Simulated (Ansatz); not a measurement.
Species: [B(CH3)3(O(CH3)2)] (charge 0, multiplicity 1), formula C5H15BO.

### Question
How many basis functions does frozen-core CCSD(T)/cc-pVTZ // B3LYP-D3(BJ)/def2-SVP (Ansatz, a first-principles code) use, how many core orbitals are frozen, and how many electrons are correlated?

### Answer
420 basis functions and 7 frozen orbitals, which leaves 44 correlated electrons. Core time is of the order of hours.
